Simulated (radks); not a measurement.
Results of a calculation; reference values are marked as such.
All-electron atom: Tm54+ in [Ne] 3s2 3p3. Code: a radial shooting solver on a logarithmic mesh with Libxc functionals. Model: Dirac Kohn-Sham, LB94 model potential, spin-unpolarised, spherical densities, finite nucleus; open shells fill j = l - 1/2 first; Fermi nuclear charge, rms radius 5.2256 fm.

Unscreened Slater integrals over Kohn-Sham orbitals (eV). Large and small components are both included. Empty in this configuration: 3d3/2.

\begin{tabular}{lr}
integral & value \\ \hline
F0(3p3/2,3p3/2) & 121.50 \\
F2(3p3/2,3p3/2) & 60.492 \\
F0(3p3/2,3p1/2) & 124.83 \\
G2(3p3/2,3p1/2) & 60.716 \\
F0(3p3/2,3s1/2) & 120.88 \\
G1(3p3/2,3s1/2) & 77.922 \\
F0(3p3/2,2p3/2) & 160.60 \\
F2(3p3/2,2p3/2) & 42.302 \\
G0(3p3/2,2p3/2) & 16.908 \\
G2(3p3/2,2p3/2) & 18.641 \\
F0(3p3/2,3d3/2) & 129.17 \\
F2(3p3/2,3d3/2) & 60.717 \\
G1(3p3/2,3d3/2) & 60.885 \\
G3(3p3/2,3d3/2) & 41.524 \\
F0(3p1/2,3p1/2) & 128.60 \\
F0(3p1/2,3s1/2) & 124.12 \\
G1(3p1/2,3s1/2) & 77.193 \\
F0(3p1/2,2p3/2) & 168.39 \\
G2(3p1/2,2p3/2) & 18.488 \\
F0(3p1/2,3d3/2) & 133.49 \\
G1(3p1/2,3d3/2) & 68.504 \\
F0(3s1/2,3s1/2) & 120.57 \\
F0(3s1/2,2p3/2) & 157.49 \\
G1(3s1/2,2p3/2) & 16.204 \\
F0(3s1/2,3d3/2) & 128.59 \\
G2(3s1/2,3d3/2) & 48.094 \\
F0(2p3/2,2p3/2) & 324.99 \\
F2(2p3/2,2p3/2) & 154.94 \\
F0(2p3/2,3d3/2) & 179.19 \\
F2(2p3/2,3d3/2) & 58.660 \\
G1(2p3/2,3d3/2) & 54.547 \\
G3(2p3/2,3d3/2) & 31.552 \\
F0(3d3/2,3d3/2) & 142.62 \\
F2(3d3/2,3d3/2) & 73.696 \\
\end{tabular}
